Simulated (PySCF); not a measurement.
C$_{4}$H$_{13}$AlOSi, singlet, at a GFN2-xTB geometry (such geometries of metal compounds can be far from the true shape), atoms displaced at random by about 0.03 Å a coordinate.

Here is a job for PySCF.
```python
from pyscf import gto, scf, dft

mol = gto.Mole()
mol.atom = '''
    Si   -1.58915054    0.07045379    0.52050986
    C    -2.23777647    1.74818680    0.00014807
    C    -2.48863067   -1.22775669   -0.48164877
    O    -0.01183256   -0.05243514    0.24783300
    Al    1.64204989   -0.20092890   -0.11035436
    C     2.32278283    0.96690673   -1.67995237
    C     2.70323336   -1.34421510    1.05009408
    H    -1.76622673   -0.11856548    1.97949980
    H    -2.03220992    2.00006532   -1.07460049
    H    -3.25474960    1.91226043    0.19194830
    H    -1.70197975    2.55821861    0.52202627
    H    -2.16244911   -2.25667444   -0.21672125
    H    -2.34858479   -1.15181828   -1.52420063
    H    -3.52114509   -1.27896023   -0.23221987
    H     3.35347466    0.85998727   -1.82925720
    H     1.99185798    1.97849907   -1.55435229
    H     1.75166988    0.56879115   -2.61173453
    H     2.67634079   -1.05661725    2.16696182
    H     3.84977287   -1.33720144    0.84181997
    H     2.37529635   -2.28440011    1.07656442
'''
mol.basis = 'sto-3g'
mol.verbose = 4
mol.build()

mf = dft.RKS(mol)
mf.xc = 'r2scan'
mf.kernel()
g = mf.nuc_grad_method()
grad = g.kernel()
```

What is the computed HOMO-LUMO gap (R2SCAN/STO-3G, gradient (PySCF))?

6.47 eV

Estimate the Mulliken (on the basis functions themselves) charges in atom order that R2SCAN/STO-3G, gradient returns for this input.

Si1 0.86, C2 -0.43, C3 -0.44, O4 -0.58, Al5 0.92, C6 -0.44, C7 -0.46, H8 -0.16, H9 0.06, H10 0.08, H11 0.06, H12 0.06, H13 0.08, H14 0.08, H15 0.06, H16 0.06, H17 0.03, H18 0.04, H19 0.04, H20 0.07

What is the computed HOMO energy (R2SCAN/STO-3G, gradient)?

-2.12 eV

What number of basis functions does R2SCAN/STO-3G, gradient give?

56

Give the dipole moment at the level R2SCAN/STO-3G, gradient.

0.34 D
